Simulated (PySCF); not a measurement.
Caution: the restricted solution is unstable towards spin-unrestricted or complex orbitals, so a lower solution exists and this singlet may not be the ground state.

B3LYP has the VWN-RPA correlation part, as in Gaussian. 

Cartesian coordinates (Å):
```xyz
6

B      1.6722     0.1032     0.8705
B      0.1698     0.0107     0.8766
N     -1.1894    -0.0734     0.8820
H      2.8410     0.1754     0.8657
H     -1.7681     0.1858     0.0951
H     -1.7254    -0.4017     1.6734
```
Charge 0, multiplicity 1.

Problem. Give the HOMO–LUMO gap, dipole moment and LUMO at the level B3LYP-D3(BJ)/def2-TZVP (PySCF 2.14.0).

Solution. 
The HOMO–LUMO gap is 1.97 eV and the dipole moment comes out as 2.82 D. The LUMO comes out as -2.82 eV.
